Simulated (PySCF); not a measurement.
KTe: from constants to spectrum

UHF-CCSD(T) constants of KTe, ²Π (doublet), unpaired electrons π ↑ (basis K def2-SVP, Te def2-SVP with ECP28; scalar-relativistic core potentials; PySCF 2.14; masses 38.9637 and 129.9062 u):

```
ωe           : 160.7 cm⁻¹
ωexe         : 0.395 cm⁻¹
Be           : 0.053481 cm⁻¹
αe           : 0.000234 cm⁻¹
De to K + Te : 1.85 eV
```

Question: What force constant and bond length do these constants imply?

Answer: Reduced mass μred = 29.974 u; k = 5.8918×10⁻⁷·μred·ωe² (u, cm⁻¹, mdyn/Å) = 0.456 mdyn/Å; Re = √(16.8576/(μred·Be)) (u, cm⁻¹, Å) = 3.243 Å.

Question: Estimate the centrifugal constant D from the Kratzer relation and find the Dunham coefficient a1.

Answer: D = 4Be³/ωe² = 2.37e-08 cm⁻¹; a1 = −1 − αeωe/(6Be²) = -3.19.

Correlated steps freeze 9 core orbitals. Correlated levels converge slowly with the basis: in double zeta they bind strong bonds too weakly, by up to about 1 eV, and carry superposition errors of some tenths. Spin–orbit coupling is left out, which matters for elements this heavy, above all for dissociation energies. The state is the lowest determinant that a PBE0 search found; another state may lie lower at other levels.
